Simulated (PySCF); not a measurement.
Ligand exchange on a metal centre used in film growth or etching (Y Cl-NH2). Isolated molecules, 0 K electronic values unless said otherwise. One relaxed conformer stands for each flexible species; it need not be the lowest.

Method: TPSSh-D3(BJ)/def2-TZVP // PBE-D3(BJ)/def2-SVP (PySCF 2.14.0). 

```csv
species,HOMO–LUMO gap (eV),mean distance from the central atom to its bonded neighbours (Å),charge on the central atom (Mulliken) (e),coordination number,HOMO (eV)
0 of 3 Cl replaced by NH2 ([Y(Cl)3]),5.22,2.443,1.30,3,___
1 of 3 Cl replaced by NH2 ([Y(Cl)2(NH2)]),4.40,2.350,1.34,3,-6.90
2 of 3 Cl replaced by NH2 ([Y(Cl)(NH2)2]),4.34,2.255,1.39,3,-6.22
3 of 3 Cl replaced by NH2,___,___,___,___,-5.53
```

### Question
Some entries are withheld; supply them.

### Answer

- 0 of 3 Cl replaced by NH2 ([Y(Cl)3]), HOMO (eV): -8.39
- 3 of 3 Cl replaced by NH2, HOMO–LUMO gap (eV): 4.19
- 3 of 3 Cl replaced by NH2, mean distance from the central atom to its bonded neighbours (Å): 2.158
- 3 of 3 Cl replaced by NH2, charge on the central atom (Mulliken) (e): 1.44
- 3 of 3 Cl replaced by NH2, coordination number: 3
